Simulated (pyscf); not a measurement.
# I–Si:–I (SMILES I[Si]I), singlet

Gas-phase minimum from PySCF at ωB97X-D3(BJ)/def2-SVP, one conformer. 

```xyz
3

I      1.3593    -1.3432    -0.0760
Si    -0.0955     0.0063    -1.5106
I     -0.3253     2.0572    -0.1930
```

Bonded distances (Å): I1–Si2 2.449, Si2–I3 2.449. Bond angles (°): I1–Si2–I3 101.7.

Properties at ωB97X-D3(BJ)/def2-SVP:

| Item | Result |
|---|---|
| Harmonic wavenumbers, unscaled | 94, 373, 382 cm⁻¹ |
| Zero-point energy | 1.2 kcal/mol |
| Rotational symmetry number | 2 |
| Entropy of this conformer at 298 K and 1 atm, rigid rotor and harmonic oscillator, modes under 100 cm⁻¹ raised to 100 | 319.1 J/(mol K) |
| Dipole moment | 0.65 D |

Single-point totals, which compare only within one level (frozen core for MP2 and CC):

| level | total energy (hartree) |
|---|---|
| ωB97X-D3(BJ)/def2-TZVP | -885.16433 |
| PBE/def2-TZVP | -884.80161 |
| r²SCAN/def2-TZVP | -885.17193 |
| B3LYP-D3(BJ)/def2-TZVP | -885.18568 |
| PBE0-D3(BJ)/def2-TZVP | -884.87856 |
| M06-2X/def2-TZVP | -884.79666 |
| ωB97M-D3(BJ)/def2-TZVP | -885.16769 |
| HF/def2-TZVPP | -882.31026 |
| MP2/def2-TZVPP | -883.39957 |
| CCSD/def2-TZVPP | -883.34772 |
| CCSD(T)/def2-TZVPP | -883.37648 |

The CCSD(T) − MP2 part came from Ansatz, without density fitting, on the same reference. The frozen core leaves the outer d or s,p core shells of the metals and heavy elements correlated in the MP2 and CC values, and def2-TZVPP describes them poorly, so these totals are far from the basis limit. Elements past Kr carry the def2 core potentials, without spin-orbit coupling.
